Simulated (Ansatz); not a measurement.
**Ligand exchange: C2H5BrMg + CHCl2F → C2H6Mg + CBrCl2F**

Species: C2H5BrMg `C[CH2][Mg][Br]`, singlet; CHCl2F `FC(Cl)Cl`, singlet; C2H6Mg `C[CH2][MgH]`, singlet; CBrCl2F (bromodichlorofluoromethane) `FC(Cl)(Cl)Br`, singlet. The partners trade Br for H: Mg–Br and C–H bonds give way to Mg–H and C–Br.

Shapes, held fixed at every level: PBE0-D4/def2-TZVP. Programs: Ansatz 0.2.0. The zero-point and thermal change to 298 K, harmonic and unscaled (PBE0-D4/def2-TZVP), is -18.6 kJ/mol.

**Question.** Estimate ΔH(298 K) of this reaction.

**Answer.** The highest level, CCSD(T)/def2-TZVPP, gives ΔH(298 K) = +284.6 kJ/mol; the levels span +283.5 to +334.8. The column of differences is taken from that level and isn't an error. No measured value is set beside it here. Relativity is left out for Br. Outer-core shells of Br, Mg are correlated, in sets that cover them unevenly.

```csv
level,kind,ΔH(298 K) (kJ/mol),less CCSD(T)/def2-TZVPP
HF/def2-SVP,Hartree–Fock,+334.8,+50.2
r2SCAN-D4/def2-TZVPP,meta-GGA,+285.0,+0.4
wB97X-V/def2-TZVPP,range-separated hybrid,+283.5,-1.1
B2PLYP/def2-TZVPP,double hybrid,+290.5,+5.9
CCSD(T)/def2-SVP,coupled cluster or CI,+294.2,+9.6
CCSD/def2-SVP,coupled cluster or CI,+301.3,+16.7
CCSD/def2-TZVPP,coupled cluster or CI,+292.5,+7.9
CCSD(T)/def2-TZVPP,coupled cluster or CI,+284.6,0.0
```
